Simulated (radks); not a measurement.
Species: Eu2+. Configuration: [Xe] 4f7.

Calculated with a radial shooting solver on a logarithmic mesh with Libxc functionals: Dirac Kohn-Sham, PBE, spin-unpolarised, spherical densities, finite nucleus; open shells fill j = l - 1/2 first; Fermi nuclear charge, rms radius 5.1115 fm.

Energy parts (eV):
part                      energy
total                 -295265.94
kinetic                321010.35
electron-nucleus      -723739.26
Hartree                114073.22
exchange-correlation    -6610.25

Orbitals (lengths in bohr, moments of r in powers of bohr; r(max) is where P^2 peaks; r(90%) holds 90 % of the orbital's charge):
orbital	occ.	eigenvalue (eV)	r(90%)	r(max)	<r^2>
1s1/2	2	-48326.43	0.0403	0.01420	0.0006793
2s1/2	2	-7942.964	0.147	0.08072	0.01062
2p1/2	2	-7536.658	0.130	0.06107	0.007724
2p3/2	4	-6888.629	0.139	0.06680	0.008963
3s1/2	2	-1757.894	0.366	0.2291	0.07107
3p1/2	2	-1582.309	0.359	0.2162	0.06632
3p3/2	4	-1450.209	0.377	0.2283	0.07345
3d3/2	4	-1146.227	0.349	0.1818	0.05886
3d5/2	6	-1117.483	0.354	0.1852	0.06086
4s1/2	2	-359.5079	0.814	0.5278	0.3620
4p1/2	2	-291.6761	0.843	0.5329	0.3821
4p3/2	4	-262.5567	0.886	0.5588	0.4215
4d3/2	4	-150.8876	0.976	0.5687	0.4885
4d5/2	6	-145.6664	0.991	0.5772	0.5044
4f5/2	6	-16.3003	1.67	0.5907	1.225
4f7/2	1	-15.6834	1.71	0.5959	1.275
5s1/2	2	-58.0729	1.99	1.235	2.145
5p1/2	2	-39.8923	2.28	1.352	2.740
5p3/2	4	-36.0675	2.42	1.429	3.081

The highest occupied level is 4f7/2 at -15.683 eV. Summed over all electrons, <r^2> = 40.12 bohr^2, which gives a Langevin (diamagnetic) susceptibility term of -31.8 x 10^-6 cm^3/mol. The electron density at the nucleus is 5.791e+05 e/bohr^3.
